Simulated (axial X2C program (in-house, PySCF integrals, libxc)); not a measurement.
Spectroscopic constants of Sb₂

Computed with an in-house all-electron X2C program for linear molecules (integrals from PySCF). Spin-free means the one-electron spin-free X2C Hamiltonian; two-component (2c) means X2C with spin–orbit coupling and atomic mean-field two-electron Coulomb and Gaunt terms, so the difference of the two also holds small scalar two-electron terms. Basis: Sb dyall-cv3z [11s12p8d4f1g] (cores contracted in-house); Gaussian nuclei, density fitting, unrestricted open shells. Masses: Sb 120.904 u.

Input file and command:
```json
{"zs": [51, 51], "q": 0, "bas": ["dyall-cv3z", "dyall-cv3z"], "levels": ["PBE0", "HF", "BP86"], "cc": true, "r0": 2.8, "thr": -1.0, "nmax": 110, "npts": 10, "nst": 2, "ntry": 8}
```
```bash
python so2c.py task.json out
```

Keys: zs atomic numbers; q charge; bas basis sets; levels methods; cc coupled cluster on or off; r0 starting distance in Å; thr threshold in hartree for freezing inner shells (an s shell follows its p shell); nmax most natural virtual spinors; npts points on the curve; nst determinants followed; ntry starts of the search. HF also brings MP2.

State, spin-free: M_S = 0, Λ = 0 (closed shell); electrons by block: σα: 21, σβ: 21, π+α: 11, π+β: 11, π-α: 11, π-β: 11, δ+α: 4, δ+β: 4, δ-α: 4, δ-β: 4. Fragments: Sb + Sb.

State, 2c: Ω = 0 (closed shell); electrons by block: 1/2: 32, -1/2: 32, 3/2: 15, -3/2: 15, 5/2: 4, -5/2: 4. Fragments: Sb + Sb.

```tsv
Hamiltonian	level	Re (Å)	ωe (cm⁻¹)	Be (cm⁻¹)	αe (cm⁻¹)	De (eV)
spin-free	PBE0	2.466	298.3	0.04587	8.72e-05	2.72
spin-free	HF	2.434	327.7	0.04706	7.62e-05	-0.334
spin-free	MP2	2.553	241.7	0.04278	0.000133	2.62
spin-free	CCSD	2.501	283.5	0.04458	9.21e-05	2.17
spin-free	CCSD(T)	2.527	266.6	0.04369	0.000102	2.54
spin-free	BP86	2.504	275.4	0.04447	9.4e-05	3.32
2c	PBE0	2.471	294.5	0.04569	8.97e-05	2.67
2c	BP86	2.509	272.4	0.04432	9.59e-05	3.24
```

Correlated methods: 10 electrons correlated (number of frozen shells: Sb 4 s, 3 p, 2 d), 318 virtual spin orbitals or spinors in MP2, 110 natural virtuals in coupled cluster.

One determinant describes the state; a PBE0 search over occupations chose it and may have missed a lower one. Closed shells are restricted here (equal orbitals for both partners); the stretched side of such a curve lies too high. Dissociation energies refer to the lowest single-determinant-based atoms at the same level and basis. Coupled cluster ran in a truncated set of natural virtual spinors; the MP2 energy of the rest was added. (T) has no such correction and the atoms are truncated less, which lowers De at CCSD(T) by a hundredth of an eV or more. With the outer-core shells frozen, correlated bond lengths of heavy atoms tend to come out a few hundredths of an ångström too long.

No reliable constants came from CCSD (2c), CCSD(T) (2c), HF (2c), MP2 (2c): no minimum in range, unconverged points, a curve that is not smooth, a change of character along it, or the two Hamiltonians disagreeing along it.

Rough cost a point (2c) on 1 thread(s) of a shared host, integrals apart: PBE0 0.8 s, BP86 0.4 s.

The whole task took 4.4 min on 1 thread of Arm Neoverse V1, with other jobs on the host.
